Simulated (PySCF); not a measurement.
ClHOZn. Atoms are numbered in the order given.

```xyz
4

Zn     0.0071     0.3436     0.0000
Cl    -0.0006    -1.7546     0.0000
O     -0.1160     2.1166     0.0000
H      0.7240     2.5857     0.0000
```
Charge 0, spin multiplicity 1.

Geometry: B3LYP-D3(BJ)/def2-TZVP. Other conformers were not sampled.

The numbers are results of ωB97X/def2-TZVPD (PySCF), not measurements.

Symmetry labels are those of the subgroup Cs that the program uses (full group Cs).

Task: List the valence orbital energies around the gap with their symmetry. (Estimate from the structure and the level; the computed values follow.)

Result: 
| orbital | symmetry | energy (eV) |
|---|---|---|
| HOMO−7 | A" | -18.12 |
| HOMO−6 | A' | -18.12 |
| HOMO−5 | A' | -15.36 |
| HOMO−4 | A' | -13.22 |
| HOMO−3 | A' | -12.10 |
| HOMO−2 | A" | -11.84 |
| HOMO−1 | A' | -11.59 |
| HOMO | A" | -11.21 |
| LUMO | A' | 0.37 |
| LUMO+1 | A' | 1.16 |
| LUMO+2 | A" | 1.25 |
| LUMO+3 | A' | 1.63 |
